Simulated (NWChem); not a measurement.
System: ZrH3F; SMILES [F][ZrH3]

Here is an NWChem input.

```
start job
memory heap 200 mb stack 900 mb global 1100 mb
geometry units angstroms noautosym nocenter noautoz
  Zr     0.000000     0.000000     0.234086
  F      0.000000     0.000000    -1.643152
  H      1.366279    -1.096913     0.818223
  H     -1.633094    -0.634776     0.818223
  H      0.266815     1.731689     0.818223
end
basis spherical
  * library def2-svpd
end
ecp
  Zr library def2-ecp
end
dft
  xc pbe0
  iterations 150
end
tddft
  cis
  nroots 6
  notriplet
end
task tddft energy
```

Excerpt of the output:

```
             Northwest Computational Chemistry Package (NWChem) 7.3.0
             --------------------------------------------------------

                             Geometry "geometry" -> ""
                             -------------------------

 Output coordinates in angstroms (scale by  1.889725989 to convert to a.u.)

  No.       Tag          Charge          X              Y              Z
 ---- ---------------- ---------- -------------- -------------- --------------
    1 Zr                  40.0000     0.00000000     0.00000000     0.23408600
    2 F                    9.0000     0.00000000     0.00000000    -1.64315200
    3 H                    1.0000     1.36627900    -1.09691300     0.81822300
    4 H                    1.0000    -1.63309400    -0.63477600     0.81822300
    5 H                    1.0000     0.26681500     1.73168900     0.81822300

 Effective nuclear repulsion energy (a.u.)     141.1150801990

                                 NWChem DFT Module
                                 -----------------

 Summary of "ao basis" -> "ao basis" (spherical)
 ------------------------------------------------------------------------------
       Tag                 Description            Shells   Functions and Types
 ---------------- ------------------------------  ------  ---------------------
 Zr                        def2-svpd                12       34   5s4p2d1f
 F                         def2-svpd                 9       23   4s3p2d
 H                         def2-svpd                 4        8   2s2p

            General Information
            -------------------
          SCF calculation type: DFT
          Wavefunction type:  closed shell.
          No. of atoms     :     5
          No. of electrons :    24
           Alpha electrons :    12
            Beta electrons :    12
          Charge           :     0
          Spin multiplicity:     1
          Use of symmetry is: off; symmetry adaption is: off
          Maximum number of iterations: 150
          AO basis - number of functions:    81
                     number of shells:    33
          Convergence on energy requested:  1.00D-06
          Convergence on density requested:  1.00D-05
          Convergence on gradient requested:  5.00D-04

              XC Information
              --------------
                         PBE0 Method XC Functional
                     Hartree-Fock (Exact) Exchange  0.250
          PerdewBurkeErnzerhof Exchange Functional  0.750
            Perdew 1991 LDA Correlation Functional  1.000 local
           PerdewBurkeErnz. Correlation Functional  1.000 non-local

[...]

                                NWChem TDDFT Module
                                -------------------

            General Information
            -------------------
           No. of orbitals :     162
            Alpha orbitals :      81
             Beta orbitals :      81
        Alpha frozen cores :       0
         Beta frozen cores :       0
     Alpha frozen virtuals :       0
      Beta frozen virtuals :       0
         Spin multiplicity :       1
    Number of AO functions :      81
        Use of symmetry is : off
      Symmetry adaption is : off
         Schwarz screening :  0.10D-07

              XC Information
              --------------
                  PBE0 Method XC Functional
              Hartree-Fock (Exact) Exchange   0.25
   PerdewBurkeErnzerhof Exchange Functional   0.75
     Perdew 1991 LDA Correlation Functional   1.00 local
    PerdewBurkeErnz. Correlation Functional   1.00 non-local

             TDDFT Information
             -----------------
          Calculation type : Tamm-Dancoff TDDFT
         Wavefunction type : Restricted singlets
          No. of electrons :      24
           Alpha electrons :      12
            Beta electrons :      12
              No. of roots :       6
          Max subspacesize :    5200
            Max iterations :     100
               Target root :       1
           Target symmetry : none
      Symmetry restriction : off
                 Algorithm : Optimal
        Davidson threshold :  0.10D-03

    6 smallest eigenvalue differences (eV)
--------------------------------------------------------
  No. Spin  Occ  Vir  Irrep   E(Occ)    E(Vir)   E(Diff)
--------------------------------------------------------
    1    1   12   13 a        -0.316    -0.086     6.263
    2    1   12   14 a        -0.316    -0.086     6.263
    3    1   11   13 a        -0.316    -0.086     6.263
    4    1   11   14 a        -0.316    -0.086     6.263
    5    1   10   13 a        -0.337    -0.086     6.838
    6    1   10   14 a        -0.337    -0.086     6.838
--------------------------------------------------------

  Entering Davidson iterations
  Restricted singlet excited states

  Iter   NTrls   NConv    DeltaV     DeltaE      Time
  ----  ------  ------  ---------  ---------  ---------
    1      6       0     0.78E-01   0.10+100        9.0
    2     12       0     0.27E-01   0.10E-01        9.5
    3     18       0     0.13E-01   0.95E-03        9.0
    4     24       0     0.35E-02   0.16E-03        9.4
    5     30       3     0.19E-02   0.32E-04        9.6
    6     33       3     0.45E-03   0.66E-05        6.8
    7     36       6     0.74E-04   0.14E-06        7.1
  ----  ------  ------  ---------  ---------  ---------
  Convergence criterion met

  Ground state a        -148.515910219595 a.u.

  ----------------------------------------------------------------------------
  Root   1 singlet a              0.153992740 a.u.                4.1904 eV
  ----------------------------------------------------------------------------
     Transition Moments    X  0.00000   Y  0.00001   Z -0.00001
     Dipole Oscillator Strength                    0.0000000000
     Electric Quadrupole                           0.0000000000
     Magnetic Dipole                               0.0000089807
     Total Oscillator Strength                     0.0000089807

[...]
```

Level: PBE0/def2-SVPD with def2 effective core potentials on Zr, TDA. Coordinates come from a PBE0/def2-SVP optimisation. No frequency run checked for a minimum. def2 effective core potentials on Zr; no spin-orbit coupling.
